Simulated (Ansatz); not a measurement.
The same molecule with X = B, Al, Ga, In. Ansatz, PBE0-D4/def2-TZVP geometries, multiplicity 1.

Elements past krypton have def2 core potentials. Scalar relativity is left out up to krypton.

```json
{"X": "B", "molecule": "`C#CB(F)F`", "mean X–C bond length / Å": "1.521", "mean X–F bond length / Å": "1.316", "LUMO energy (ωB97M-V/def2-TZVPP) / eV": "0.66", "size of the dipole moment (ωB97M-V/def2-TZVPP) / D": "1.89", "LUMO energy (PBE0/def2-TZVPP) / eV": "-1.50"}
{"X": "Ga", "molecule": "`C#[C][Ga]([F])[F]`", "mean X–C bond length / Å": "1.875", "mean X–F bond length / Å": "1.734", "LUMO energy (ωB97M-V/def2-TZVPP) / eV": "0.11", "size of the dipole moment (ωB97M-V/def2-TZVPP) / D": "3.19", "LUMO energy (PBE0/def2-TZVPP) / eV": "-1.76"}
{"X": "In", "molecule": "`C#[C][In]([F])[F]`", "mean X–C bond length / Å": "2.040", "mean X–F bond length / Å": "1.928", "LUMO energy (ωB97M-V/def2-TZVPP) / eV": "-0.27", "size of the dipole moment (ωB97M-V/def2-TZVPP) / D": "3.79", "LUMO energy (PBE0/def2-TZVPP) / eV": "-2.01"}
```

Problem. Give the row for X = Al, `C#[C][Al]([F])[F]`. (An estimate is asked.)

Solution. Computed: 
| X | molecule | mean X–C bond length / Å | mean X–F bond length / Å | LUMO energy (ωB97M-V/def2-TZVPP) / eV | size of the dipole moment (ωB97M-V/def2-TZVPP) / D | LUMO energy (PBE0/def2-TZVPP) / eV |
| --- | --- | --- | --- | --- | --- | --- |
| Al | `C#[C][Al]([F])[F]` | 1.877 | 1.635 | 0.48 | 2.18 | -1.32 |

From B to In the mean X–C bond length isn't monotonic: highest at In, lowest at B; the mean X–F bond length rises at each step, by 0.612 Å in all; the LUMO energy (ωB97M-V/def2-TZVPP) falls at each step, by 0.93 eV in all; the LUMO energy (PBE0/def2-TZVPP) isn't monotonic: highest at Al, lowest at In. Bonds lengthen as the atom grows down the group. Dipoles are sizes alone, and their direction can turn along the series.
